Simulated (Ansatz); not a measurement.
## A geometry optimisation of AlFGeHSb with PBE0-D3(BJ)/def2-SVP

The starting geometry of this gas-phase singlet was optimised with GFN2-xTB.

```xyz
5

Al   -0.0023   -0.4553   -0.2630
F     0.1828   -0.7520   -1.8853
Ge    1.3174   -1.5252    1.5815
Sb   -0.9100   -2.5012    1.2702
H    -0.6765    0.9349   -0.1087
```

Task: Where would you expect an optimisation with PBE0-D3(BJ)/def2-SVP to take it?

Result: A new bond forms, giving a structure with H5 bridging Ge3 and Al1, given below by its coordinates. Distances that change by over a tenth: Al1–H5 (1.55 → 1.74 Å). Contacts that close: Ge3–H5 (3.59 → 1.78 Å).

The energy falls by 0.65 eV over 25 steps:

```csv
step,E − E(last) (eV)
1,0.650
4,0.456
6,0.435
9,0.379
12,0.341
14,0.312
17,0.300
20,0.033
22,0.003
25,0.000
```

Final geometry (Å):

```xyz
5

Al   -0.2634   -0.9633   -0.5962
F    -0.6033   -0.3052   -2.0834
Ge    0.6079   -0.5326    1.9006
Sb   -0.1333   -2.8536    0.9859
H     0.3037    0.3560    0.3877
```

Frequencies at the end are all real (lowest 133 cm⁻¹). Atoms past krypton carry core potentials, without spin–orbit terms. Run with Ansatz 0.2.0, 89 s on 1 thread of Arm Neoverse V2, with other jobs on the host.
